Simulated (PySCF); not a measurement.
Can point charges reproduce the dipole moment of `[SiH3]N[C@@H]1CBCCC1`?

Coordinates (PBE0-D3(BJ)/def2-SVP, Å) and charges (e) from the PBE0/pcSseg-1 density (PySCF):

| atom | x | y | z | Mulliken | IAO | Hirshfeld | ESP-fitted |
| --- | --- | --- | --- | --- | --- | --- | --- |
| Si1 | 3.280 | -0.485 | -0.548 | +0.5981 | +0.7178 | +0.3343 | +0.5038 |
| N2 | 1.933 | 0.099 | 0.366 | -0.6561 | -0.6703 | -0.2383 | -0.8757 |
| C3 | 0.575 | 0.204 | -0.132 | -0.0398 | +0.0182 | +0.0242 | +0.6303 |
| C4 | -0.162 | 1.379 | 0.509 | -0.3835 | -0.4062 | -0.1445 | -0.5713 |
| B5 | -1.713 | 1.413 | 0.310 | +0.3579 | +0.1860 | +0.1732 | +0.4527 |
| C6 | -2.470 | 0.096 | -0.058 | -0.4702 | -0.4056 | -0.1399 | -0.3321 |
| C7 | -1.601 | -1.011 | -0.654 | -0.1940 | -0.2469 | -0.0662 | +0.1505 |
| C8 | -0.229 | -1.095 | 0.008 | -0.1818 | -0.2627 | -0.0764 | -0.3154 |
| H9 | 3.237 | -1.939 | -0.933 | -0.1227 | -0.1636 | -0.0970 | -0.1366 |
| H10 | 4.504 | -0.275 | 0.283 | -0.1103 | -0.1227 | -0.0798 | -0.0949 |
| H11 | 3.373 | 0.288 | -1.826 | -0.1084 | -0.1363 | -0.0841 | -0.1107 |
| H12 | 1.987 | 0.050 | 1.379 | +0.1919 | +0.2490 | +0.1099 | +0.3652 |
| H13 | 0.654 | 0.413 | -1.217 | +0.1130 | +0.1200 | +0.0350 | +0.0059 |
| H14 | 0.345 | 2.335 | 0.301 | +0.1425 | +0.1525 | +0.0413 | +0.1208 |
| H15 | -0.093 | 1.275 | 1.618 | +0.1247 | +0.1551 | +0.0479 | +0.1279 |
| H16 | -2.336 | 2.422 | 0.575 | +0.0031 | +0.0007 | -0.0652 | -0.1741 |
| H17 | -3.388 | 0.276 | -0.641 | +0.1411 | +0.1494 | +0.0426 | +0.0598 |
| H18 | -2.852 | -0.217 | 0.942 | +0.1407 | +0.1608 | +0.0494 | +0.0842 |
| H19 | -1.455 | -0.815 | -1.732 | +0.1145 | +0.1238 | +0.0342 | -0.0207 |
| H20 | -2.107 | -1.989 | -0.597 | +0.1178 | +0.1321 | +0.0358 | -0.0043 |
| H21 | -0.339 | -1.329 | 1.085 | +0.0947 | +0.1151 | +0.0286 | +0.0689 |
| H22 | 0.354 | -1.922 | -0.427 | +0.1269 | +0.1336 | +0.0347 | +0.0657 |

Task: What dipole does each set of charges give (1 e·Å = 4.803 D), and what does the density give?

Result: The full density gives (-0.92, -0.37, 0.75) D, 1.24 D in size; dipole vectors point from the negative to the positive end.

```csv
scheme,μx,μy,μz,size (D),share of the full size (%),angle to the full dipole (°)
Mulliken,-2.03,0.33,-0.09,2.06,165,49
IAO,-0.35,-0.23,0.40,0.58,47,11
Hirshfeld,-0.56,0.02,0.46,0.72,58,19
ESP-fitted,-0.91,-0.38,0.75,1.24,100,1
```

Task: Which set comes closest?

Result: Length of the difference vector: ESP-fitted 0.02 D, Hirshfeld 0.61 D, IAO 0.68 D, Mulliken 1.55 D. Closest: ESP-fitted. ESP charges are fitted to the potential around the molecule, whose slowest-falling term is the dipole's. 

Task: What is left for the Hirshfeld atoms' own dipoles?

Result: The shares of the density sum to the whole, so what Σ q r misses lies in dipoles about the nuclei. The atomic dipoles sum to (-0.92, -0.37, 0.75) − (-0.56, 0.02, 0.46) = (-0.36, -0.39, 0.29) D, 0.61 D in size.

Task: With the origin at the mean of the coordinates, (0.068, -0.038, -0.063) Å, which are the largest single terms, by size, of the IAO dipole along the direction of the full one?

Result: Si1 -8.74, N2 +3.73, C6 -3.58, H11 +2.36, H18 +2.18 D; all 22 atoms together +0.57 D. The single terms depend on the origin, their sum doesn't.

Task: Give the size of the full dipole in other units.

Result: 1.24 D = 0.489 au = 0.259 e·Å = 4.15 × 10⁻³⁰ C·m.

Isolated species at its PBE0-D3(BJ)/def2-SVP geometry (one conformer only).
